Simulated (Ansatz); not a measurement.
Ansatz (an electronic-structure program) input (B3LYP-D3(BJ)/def2-TZVP):

Ansatz 0.2 input:
```yaml
crystal:
  periodic: [false, false, false]
  atoms:
    - {symbol: Sb, position_ang: [0.00056999, -0.00031278, 0.03064668]}
    - {symbol: H, position_ang: [-1.03135561, -1.21343333, -0.51443031]}
    - {symbol: H, position_ang: [-0.55403034, 1.49938768, -0.49562120]}
    - {symbol: H, position_ang: [1.55631663, -0.27000276, -0.55292896]}
basis:
  gaussian:
    orbitals: def2-TZVP
hamiltonian:
  xc: b3lyp
  dispersion: d3bj
total_charge: 1
magnetization: {spin_polarized: true, initial_magnetization: 1}
phonons: {temperatures: {t_min: 298.15, t_max: 298.15, t_step: 100}}
```

Output:

```
Functional definition: B3LYP
integrals: 0.01 GiB planned
568 factors; their error is unknown
mean field: 0.18 GiB planned
mean field evaluation 1: about -6578.3651 eV, gradient 8.9e0 eV
mean field evaluation 2: about -6578.6851 eV, gradient 6.4e0 eV
mean field evaluation 4: about -6578.8097 eV, gradient 1.5e-1 eV
mean field evaluation 8: about -6578.9492 eV, gradient 3.3e-2 eV
mean field evaluation 16: about -6578.9492 eV, gradient 1.3e-5 eV
mean field -6578.94921292 eV, -241.7719242030 hartree, gradient 1.3e-5 eV, S^2 0.751143; 0 other end points of the search recorded, 0 dependent functions left out
the calculation of the forces begins
reference -6578.94942570 eV, -241.7719320223 hartree; 13, 12 occupied and 55, 56 virtual orbitals, 568 factors
these checks for a lower state are left out or cut short: stability, starts, cluster_reference, orbital_swaps, neighbouring_geometries, increment
integrals: 0.01 GiB planned
568 factors; their error is unknown
mean field: 0.18 GiB planned
mean field -6578.94914110 eV, -241.7719215636 hartree, gradient 1.7e-6 eV, S^2 0.751143; 0 other end points of the search recorded, 0 dependent functions left out
the calculation of the forces begins
reference -6578.94935387 eV, -241.7719293828 hartree; 13, 12 occupied and 55, 56 virtual orbitals, 568 factors
these checks for a lower state are left out or cut short: stability, starts, cluster_reference, orbital_swaps, neighbouring_geometries, increment
integrals: 0.01 GiB planned
568 factors; their error is unknown
mean field: 0.18 GiB planned
mean field evaluation 32: about -6578.9491 eV, gradient 1.7e-6 eV
mean field -6578.94914081 eV, -241.7719215527 hartree, gradient 1.7e-6 eV, S^2 0.751143; 0 other end points of the search recorded, 0 dependent functions left out
the calculation of the forces begins
reference -6578.94935358 eV, -241.7719293721 hartree; 13, 12 occupied and 55, 56 virtual orbitals, 568 factors
these checks for a lower state are left out or cut short: stability, starts, cluster_reference, orbital_swaps, neighbouring_geometries, increment
integrals: 0.01 GiB planned
568 factors; their error is unknown
mean field: 0.18 GiB planned
mean field -6578.94916417 eV, -241.7719224112 hartree, gradient 1.7e-6 eV, S^2 0.751144; 0 other end points of the search recorded, 0 dependent functions left out
the calculation of the forces begins
reference -6578.94937696 eV, -241.7719302313 hartree; 13, 12 occupied and 55, 56 virtual orbitals, 568 factors
these checks for a lower state are left out or cut short: stability, starts, cluster_reference, orbital_swaps, neighbouring_geometries, increment
integrals: 0.01 GiB planned
568 factors; their error is unknown
mean field: 0.18 GiB planned
mean field -6578.94916436 eV, -241.7719224183 hartree, gradient 1.7e-6 eV, S^2 0.751141; 0 other end points of the search recorded, 0 dependent functions left out
the calculation of the forces begins
reference -6578.94937711 eV, -241.7719302368 hartree; 13, 12 occupied and 55, 56 virtual orbitals, 568 factors
these checks for a lower state are left out or cut short: stability, starts, cluster_reference, orbital_swaps, neighbouring_geometries, increment
integrals: 0.01 GiB planned
568 factors; their error is unknown
mean field: 0.18 GiB planned
mean field -6578.94916078 eV, -241.7719222867 hartree, gradient 1.7e-6 eV, S^2 0.751142; 0 other end points of the search recorded, 0 dependent functions left out
the calculation of the forces begins
reference -6578.94937352 eV, -241.7719301048 hartree; 13, 12 occupied and 55, 56 virtual orbitals, 568 factors
these checks for a lower state are left out or cut short: stability, starts, cluster_reference, orbital_swaps, neighbouring_geometries, increment
integrals: 0.01 GiB planned
568 factors; their error is unknown
mean field: 0.18 GiB planned
mean field -6578.94917806 eV, -241.7719229218 hartree, gradient 1.7e-6 eV, S^2 0.751143; 0 other end points of the search recorded, 0 dependent functions left out
the calculation of the forces begins
reference -6578.94939087 eV, -241.7719307423 hartree; 13, 12 occupied and 55, 56 virtual orbitals, 568 factors
these checks for a lower state are left out or cut short: stability, starts, cluster_reference, orbital_swaps, neighbouring_geometries, increment
integrals: 0.01 GiB planned
568 factors; their error is unknown
mean field: 0.18 GiB planned
mean field evaluation 64: about -6578.8097 eV, gradient 2.9e-1 eV
mean field -6578.94920780 eV, -241.7719240147 hartree, gradient 1.7e-6 eV, S^2 0.751142; 0 other end points of the search recorded, 0 dependent functions left out
the calculation of the forces begins
reference -6578.94942057 eV, -241.7719318338 hartree; 13, 12 occupied and 55, 56 virtual orbitals, 568 factors
these checks for a lower state are left out or cut short: stability, starts, cluster_reference, orbital_swaps, neighbouring_geometries, increment
integrals: 0.01 GiB planned
568 factors; their error is unknown
mean field: 0.18 GiB planned
mean field -6578.94920761 eV, -241.7719240079 hartree, gradient 1.7e-6 eV, S^2 0.751143; 0 other end points of the search recorded, 0 dependent functions left out
the calculation of the forces begins
reference -6578.94942039 eV, -241.7719318274 hartree; 13, 12 occupied and 55, 56 virtual orbitals, 568 factors
these checks for a lower state are left out or cut short: stability, starts, cluster_reference, orbital_swaps, neighbouring_geometries, increment
integrals: 0.01 GiB planned
568 factors; their error is unknown
mean field: 0.18 GiB planned
mean field -6578.94920127 eV, -241.7719237748 hartree, gradient 1.7e-6 eV, S^2 0.751142; 0 other end points of the search recorded, 0 dependent functions left out
the calculation of the forces begins
reference -6578.94941404 eV, -241.7719315938 hartree; 13, 12 occupied and 55, 56 virtual orbitals, 568 factors
these checks for a lower state are left out or cut short: stability, starts, cluster_reference, orbital_swaps, neighbouring_geometries, increment
integrals: 0.01 GiB planned
568 factors; their error is unknown
mean field: 0.18 GiB planned
mean field -6578.94920721 eV, -241.7719239929 hartree, gradient 1.7e-6 eV, S^2 0.751143; 0 other end points of the search recorded, 0 dependent functions left out
the calculation of the forces begins
reference -6578.94941999 eV, -241.7719318125 hartree; 13, 12 occupied and 55, 56 virtual orbitals, 568 factors
these checks for a lower state are left out or cut short: stability, starts, cluster_reference, orbital_swaps, neighbouring_geometries, increment
integrals: 0.01 GiB planned
568 factors; their error is unknown
mean field: 0.18 GiB planned
mean field evaluation 96: about -6578.9492 eV, gradient 1.9e-3 eV
mean field -6578.94918206 eV, -241.7719230688 hartree, gradient 1.7e-6 eV, S^2 0.751143; 0 other end points of the search recorded, 0 dependent functions left out
the calculation of the forces begins
reference -6578.94939486 eV, -241.7719308892 hartree; 13, 12 occupied and 55, 56 virtual orbitals, 568 factors
these checks for a lower state are left out or cut short: stability, starts, cluster_reference, orbital_swaps, neighbouring_geometries, increment
integrals: 0.01 GiB planned
568 factors; their error is unknown
mean field: 0.18 GiB planned
mean field -6578.94916575 eV, -241.7719224695 hartree, gradient 1.7e-6 eV, S^2 0.751142; 0 other end points of the search recorded, 0 dependent functions left out
the calculation of the forces begins
reference -6578.94937850 eV, -241.7719302878 hartree; 13, 12 occupied and 55, 56 virtual orbitals, 568 factors
these checks for a lower state are left out or cut short: stability, starts, cluster_reference, orbital_swaps, neighbouring_geometries, increment
integrals: 0.01 GiB planned
568 factors; their error is unknown
mean field: 0.18 GiB planned
mean field -6578.94920692 eV, -241.7719239824 hartree, gradient 1.7e-6 eV, S^2 0.751142; 0 other end points of the search recorded, 0 dependent functions left out
the calculation of the forces begins
reference -6578.94941968 eV, -241.7719318013 hartree; 13, 12 occupied and 55, 56 virtual orbitals, 568 factors
these checks for a lower state are left out or cut short: stability, starts, cluster_reference, orbital_swaps, neighbouring_geometries, increment
integrals: 0.01 GiB planned
568 factors; their error is unknown
mean field: 0.18 GiB planned
mean field -6578.94920646 eV, -241.7719239653 hartree, gradient 1.7e-6 eV, S^2 0.751143; 0 other end points of the search recorded, 0 dependent functions left out
the calculation of the forces begins
reference -6578.94941924 eV, -241.7719317850 hartree; 13, 12 occupied and 55, 56 virtual orbitals, 568 factors
Total energy: -6579.03073612 eV, -241.7749201251 hartree
Atom 0 at     0.000570    -0.000313     0.030647 Å, force     0.000001     0.000001    -0.000002 eV/Å
Atom 1 at    -1.031356    -1.213433    -0.514430 Å, force     0.000015     0.000018     0.000000 eV/Å
Atom 2 at    -0.554030     1.499388    -0.495621 Å, force    -0.000020    -0.000000     0.000001 eV/Å
Atom 3 at     1.556317    -0.270003    -0.552929 Å, force     0.000003    -0.000019     0.000001 eV/Å
Dipole moment:    -0.001212     0.000665    -0.065142 e Å
Vibrations: 670.89 749.84 749.87 2000.80 2063.65 2063.66 cm⁻¹, zero-point energy 0.514454 eV
```
